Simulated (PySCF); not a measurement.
An unknown shows these calculated signals:

1H NMR (400 MHz, computed): δ 6.19 (t, J = 6.0 Hz, 1H), 2.15 (d, J = 14.2 Hz, 3H).

13C{1H} NMR (computed): δ 159.7 (C, dd, J = 530.0, 15.0 Hz), 135.9 (C, dd, J = 284.7, 3.4 Hz), 105.2 (C, dd, J = 33.7, 5.8 Hz), 100.7 (CH, dd, J = 27.9, 21.4 Hz), 20.5 (CH3, d, J = 28.2 Hz).

[PySCF: geometry from GFN2-xTB; σ from GIAO-PBE0/pcSseg-1; B3LYP/pcJ-1 coupling constants (spin–dipole term only in couplings to heteroatoms); fast rotation and ring inversion assumed for equivalent nuclei; isolated molecule; no relativistic terms; single conformer]

Scale: 1H (σ = 31.72 ppm) and 13C (σ = 186.93 ppm) against TMS (reference shieldings calculated alike).

Task: Which of these does the molecule contain: a Si–H bond, a three-membered ring, a ketone, a nitrile, a non-aromatic C=C double bond?

Result: 
- A Si–H bond: no.
- A three-membered ring: yes.
- A ketone: no.
- A nitrile: no.
- A non-aromatic C=C double bond: yes.

The data belong to `C/C(F)=C1C=C/1F`, C$_{5}$H$_{4}$F$_{2}$; they needn't prove each group on their own.

Carbon signals by region: 4 in the sp2 and nitrile region (100–160 ppm), 1 below 50 ppm.

C–F couplings over four or more bonds (about 3 Hz to the para carbon of a fluoroarene) are left out. Common functionals overestimate the size of one-bond C–F couplings by tens of Hz; these are unscaled. Splittings below 1 Hz are ignored in the labels, and close J values are merged. Shifts are as computed. Against solution values, carbons near 30 ppm lie about +3 ppm off and those near 130 ppm about +5 ppm. Of 1211 compounds with measured shifts, 218 miss one by over three times the rms of a fit or turn the order of signals round; such compounds aren't used in these exercises.
